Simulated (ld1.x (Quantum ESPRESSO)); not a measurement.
## What one change does to a pseudopotential (Cu, RRKJ)

- Element: copper
- Generator: ld1.x (Quantum ESPRESSO) 7.5
- Type: norm-conserving RRKJ (Kleinman–Bylander form)
- Functional: PBE
- Relativity: scalar-relativistic
- Frozen core: [Ne] 3s2
- Valence charge: 17
- Reference configuration: 3p6 3d10 4s1 4p0
- Partial waves: 3p (bound): rc 1.05 bohr; 3d (bound): rc 0.75 bohr; 4s (bound): rc 2.45 bohr
- Local potential: the s channel
- Core correction: none

Change: core correction a·sin(br)/r model core inside 0.90 bohr.

Cutoffs: the cutoffs (Ry, on a coarse ladder) from which the occupation-weighted sum of valence levels, in a spherical-Bessel basis at the reference potential, stays within 10 and 1 mRy of its value at 400 Ry; they do not see the model core or the augmentation charge, which bear on the density cutoff. Errors are all-electron minus pseudo energies relative to the spin-unpolarised reference configuration.

Question: What does the change do?

Answer: Of the 7 tests that both files solve, the error grows in 1 and shrinks in 0 by more than 15 % and 0.3 meV (median size 190.6 → 193.1 meV); neither file shows a bound ghost at the reference potential, the only one tested. A model core, the more so a compact one, raises the density cutoff, which this test does not measure.

```tsv
quantity	base	changed
cutoff, loose	300 Ry	300 Ry
cutoff, tight	over 300 Ry	over 300 Ry
bound ghosts	none	none
error for 3p6 3d10 4s0 4p0, meV [ΔE 8.15 eV]	-13	-15
error for 3p6 3d9 4s0 4p0, meV [ΔE 29.48 eV]	-176	-190
error for 3p6 3d8 4s0 4p0, meV [ΔE 68.50 eV]	-1080	-1127
error for 3p6 3d9 4s1 4p0, meV [ΔE 11.58 eV]	-154	-157
error for 3p5 3d10 4s1 4p0, meV [ΔE 79.53 eV]	-274	-279
error for 3p6 3d10 4s0 4p1, meV [ΔE 4.14 eV]	-434	-435
error for 3p6 3d9 4s2 4p0, meV [ΔE 1.97 eV]	-191	-193
s: phases at 2.65 bohr within 0.05 rad from the reference energy up to (Ry; the scan ends near 5)	2.1	2.1
p: phases at 2.65 bohr within 0.05 rad from the reference energy up to (Ry; the scan ends near 5)	-0.7	-0.7
d: phases at 2.65 bohr within 0.05 rad from the reference energy up to (Ry; the scan ends near 5)	0.8	0.8
```

Base: These tests converged, but a pseudo level misses the all-electron one widely, so the file describes the atom poorly there or has found another state: 3p6 3d8 4s0 4p0: empty 4p by 3.3 eV. Changed file: These tests converged, but a pseudo level misses the all-electron one widely, so the file describes the atom poorly there or has found another state: 3p6 3d8 4s0 4p0: empty 4p by 3.3 eV.
